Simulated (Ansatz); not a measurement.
Series V(NH)X3: r2SCAN-D4/def2-TZVP single points in Ansatz on relaxed structures, gas phase. Names give formal oxidation states. The structures are stationary points that may keep the symmetry of their start. Remarks come from the PBE and PBE0 runs and from stability tests at other levels; not every state was tested. HOMO above LUMO (over both spins in singlets and doublets, within one spin in higher multiplets; at PBE or PBE0), or a gap under 0.15 eV within one spin, warns that the state may not be the lowest or that an electron is smeared out.

```
          species  atoms    state         geometry  HOMO (eV)  LUMO (eV)  gap (eV)  vertical IE (eV)  vertical triplet (eV)  point group (within 0.1 Å)                                                                                                                                                                         remarks
V(NH)Cl3 (VNCl3H)      6  singlet  PBE-D4/def2-SVP      -7.85      -4.75      3.10             10.50                   2.62                         C3v  restricted SCF unstable in HF, gap within one spin near zero at PBE or PBE0 (+1 doublet), HOMO above LUMO (+1 doublet), gap within one spin near zero at PBE or PBE0 (triplet)
  V(NH)F3 (VNF3H)      6  singlet  PBE-D4/def2-SVP      -8.29      -4.33      3.96             11.54                   3.04                         C3v                                                                                                                                                   restricted SCF unstable in HF
```

Task: Estimate the rows for V(NH)(OH)3 (VNO3H4) (singlet, PBE0-D4/def2-SVP geometry).

Result: 
```
            species  atoms    state          geometry  HOMO (eV)  LUMO (eV)  gap (eV)  vertical IE (eV)  vertical triplet (eV)  point group (within 0.1 Å)                                                                                   remarks
V(NH)(OH)3 (VNO3H4)      9  singlet  PBE0-D4/def2-SVP      -7.39      -2.43      4.95             10.40                   3.91                         C3v  restricted SCF unstable in HF, gap within one spin near zero at PBE or PBE0 (+1 doublet)
```

The gap (eV) runs from 3.10 (V(NH)Cl3) to 4.95 (V(NH)(OH)3). The vertical IE (eV) runs from 10.40 (V(NH)(OH)3) to 11.54 (V(NH)F3). The vertical triplet (eV) runs from 2.62 (V(NH)Cl3) to 3.91 (V(NH)(OH)3).
